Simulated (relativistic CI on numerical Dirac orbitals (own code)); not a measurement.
**Line list: Electric-dipole lines, Mn7+**

Method of calculation: Dirac-Coulomb-Breit CI, KLI orbitals optimised for each configuration, a model potential for QED, valence Slater integrals scaled by 0.9, P86 correlation estimate, and configurations built on the next ion tied to the tabulated ionisation energy (semi-empirical) (own radial code, finite nucleus).

Configurations in the expansion (outside the closed core [Ne]): 3s2 3p6, 3s2 3p5 3d, 3s2 3p5 4s, 3s2 3p5 4p, 3s2 3p5 4d, 3s2 3p5 5s, 3s2 3p5 4f, 3s2 3p4 3d2, 3s 3p6 3d, 3p6 3d2, 3s 3p5 3d2, 3s2 3p4 3d 4s, 3s2 3p4 3d 4p, 3s 3p6 4s, 3s 3p5 3d 4s, 3s 3p6 4p, 3s 3p5 3d 4p, 3s2 3p5 5p, 3s2 3p4 4s2, 3s2 3p5 5d, 3s2 3p4 4s 4p, 3s 3p6 4d, 3s2 3p5 5f, 3s2 3p5 5g. Levels of other configurations are missing.

```
λ vac (Å)                   Lower                   Upper   A (s⁻¹)  log gf  S velocity/length
   96.971        3s2 3p6 1S_0 [1]  3s2 3p5 4d 1P°_1 [148]  6.86e+10   -0.54               0.98
   122.82        3s2 3p6 1S_0 [1]   3s2 3p5 4s 1P°_1 [42]  3.47e+10   -0.63               0.85
   132.32    3s2 3p5 3d 3P°_0 [2]   3s2 3p5 4f 3D_1 [174]  8.59e+10   -0.17               0.79
   132.39    3s2 3p5 3d 3P°_1 [3]   3s2 3p5 4f 3D_2 [175]  1.09e+11    0.16               0.79
   132.68    3s2 3p5 3d 3P°_1 [3]   3s2 3p5 4f 3D_1 [174]  7.07e+10   -0.25               0.79
   132.72    3s2 3p5 3d 3P°_2 [4]   3s2 3p5 4f 3D_3 [179]  1.35e+11    0.40               0.79
   132.76    3s2 3p5 3d 3F°_3 [6]   3s2 3p5 4f 3F_4 [200]  2.00e+10   -0.32               0.79
   133.14    3s2 3p5 3d 3P°_2 [4]   3s2 3p5 4f 3D_2 [175]  4.46e+10   -0.23               0.79
   134.90    3s2 3p5 3d 3F°_3 [6]   3s2 3p5 4f 3G_3 [185]  2.52e+10   -0.32               0.80
   135.17    3s2 3p5 3d 3F°_4 [5]   3s2 3p5 4f 3G_5 [177]  1.98e+11    0.78               0.78
   135.45    3s2 3p5 3d 3F°_3 [6]   3s2 3p5 4f 3G_4 [180]  1.57e+11    0.59               0.78
   135.57    3s2 3p5 3d 3F°_2 [7]   3s2 3p5 4f 3G_3 [185]  1.28e+11    0.39               0.78
   137.15    3s2 3p5 3d 1D°_2 [9]   3s2 3p5 4f 3G_3 [197]  1.21e+11    0.38               0.78
   137.84   3s2 3p5 3d 3D°_2 [11]   3s2 3p5 4f 1F_3 [199]  1.45e+11    0.46               0.78
   138.29   3s2 3p5 3d 1F°_3 [12]   3s2 3p5 4f 3F_4 [200]  1.55e+11    0.60               0.78
   138.37   3s2 3p5 3d 3D°_1 [10]   3s2 3p5 4f 3F_2 [194]  1.29e+11    0.27               0.78
   138.73    3s2 3p5 3d 3D°_3 [8]   3s2 3p5 4f 3F_4 [186]  1.57e+11    0.61               0.78
   164.33   3s2 3p5 3d 1P°_1 [13]   3s2 3p5 4f 1D_2 [211]  2.75e+11    0.75               0.68
   168.44   3s2 3p5 3d 1P°_1 [13]   3s2 3p5 4f 3F_2 [194]  4.43e+10   -0.03               0.66
   183.97        3s2 3p6 1S_0 [1]   3s2 3p5 3d 1P°_1 [13]  2.15e+11    0.52               0.97
   190.97    3s2 3p5 3d 3P°_0 [2]    3s2 3p5 4p 3D_1 [91]  2.36e+10   -0.41               0.62
   199.63    3s2 3p5 3d 3F°_4 [5]    3s2 3p5 4p 3D_3 [89]  3.30e+10    0.14               0.74
   201.05    3s2 3p5 3d 3F°_3 [6]    3s2 3p5 4p 3D_2 [88]  1.82e+10   -0.26               0.76
   719.29    3s2 3p5 4p 3D_3 [89]  3s2 3p5 4d 3F°_4 [144]  6.77e+09    0.67               0.67
   728.26   3s2 3p5 4p 3P_2 [103]  3s2 3p5 4d 3D°_3 [150]  6.11e+09    0.53               0.66
   993.78  3s2 3p5 4d 3F°_3 [145]   3s2 3p5 4f 3G_4 [180]  3.12e+09    0.62               1.00
   994.22  3s2 3p5 4d 3D°_3 [150]   3s2 3p5 4f 3F_4 [200]  3.41e+09    0.66               0.98
   1001.4  3s2 3p5 4d 3F°_4 [144]   3s2 3p5 4f 3G_5 [177]  3.35e+09    0.74               1.02
   1123.8   3s2 3p5 4s 3P°_2 [32]    3s2 3p5 4p 3D_3 [89]  1.21e+09    0.21               0.97
   1740.5   3s2 3p5 5p 3D_3 [225]  3s2 3p5 5d 3F°_4 [284]  1.65e+09    0.83               0.94
```

Terms are leading LS components. Brackets give the number of a level in order of energy, since labels repeat. The list gives strong lines, with weight on those to low levels, without configurations that were not tied to measured data, among the lowest 300 of 762 levels, so that lines to higher ones, which can be the strongest, are missing. Levels whose partners in the same complex of configurations lie outside the list can be far off, and so can their lines. Rates are taken at the computed energies, electric ones in the length gauge. A velocity-to-length ratio far from 1 marks an uncertain rate.

Configurations that consist of the next ion and one excited electron were tied to the tabulated ionisation energy; Rydberg ones are usually within 1,000 to 3,000 cm⁻¹ and the lowest ones within about 6,000 (9,000 in d shells), while levels on excited terms of the next ion carry the error of that term, and the other configurations can be misplaced by 10,000 cm⁻¹ or more. Rates follow the energies as ν³ (E1, M1) or ν⁵ (E2), so rates, branching and lifetimes can be off by large factors. 1 of the 1 excited levels that our extract of the measured tables holds in this range could be paired (the sources list more); they are missed by 4379 cm⁻¹ on average and 4379 at most, and levels without a partner can miss by more.
